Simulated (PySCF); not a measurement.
Cartesian coordinates (Å):
SMILES: C#CC1C=C1
```xyz
9

C      2.1848    -0.1366    -0.7912
C      1.1290    -0.0649    -0.2210
C     -0.1331     0.0212     0.4694
C     -1.3074     0.7165    -0.1644
C     -1.3795    -0.5653    -0.1361
H      3.1178    -0.1999    -1.2986
H     -0.0362     0.0394     1.5548
H     -1.6986     1.6783    -0.4475
H     -1.8767    -1.4886    -0.3778
```
Charge 0, multiplicity 1.

Task: What is the computed HOMO, total energy, dipole moment, LUMO and HOMO–LUMO gap (PBE0-D3(BJ)/def2-TZVP (PySCF))?

Result: 
```json
{
 "HOMO": "-7.21 eV",
 "total_energy": "-192.6007 Ha",
 "dipole_moment": "0.256 e·Å",
 "LUMO": "-0.28 eV",
 "HOMO–LUMO gap": "6.93 eV"
}
```
